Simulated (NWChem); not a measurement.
System: SiO2 anion, doublet

Input file for NWChem:

```
start job
memory heap 200 mb stack 900 mb global 1100 mb
charge -1
geometry units angstroms noautosym nocenter noautoz
  O     -1.475900     0.000000    -0.273760
  Si     0.000000     0.000000     0.293367
  O      1.475900     0.000000    -0.273760
end
basis spherical
  * library 6-31+g*
end
dft
  odft
  mult 2
  xc m06-2x
  iterations 150
end
cosmo
  do_cosmo_smd true
  solvent water
end
task dft energy
```

In the optimisation the excess spin sits in a1 (C2v, its own frame). All runs use the structure optimised with B3LYP/def2-SVPD, spin-unrestricted. No stability test was run on the SCF state. Solvent: water.

Level: M06-2X/6-31+G* with SMD (1 M gas to 1 M solution), gas-phase geometry. Reactions with the solvent are ignored.

Task: Predict the main results of this run. (M06-2X/6-31+G* (spherical d), spin-unrestricted, SMD on the gas-phase geometry.) Quantities: solvation free energy (kcal/mol); cavity-dispersion-structure term (kcal/mol).

Result: 
```yaml
solvation free energy (kcal/mol): -73.9
cavity-dispersion-structure term (kcal/mol): 0.0
```
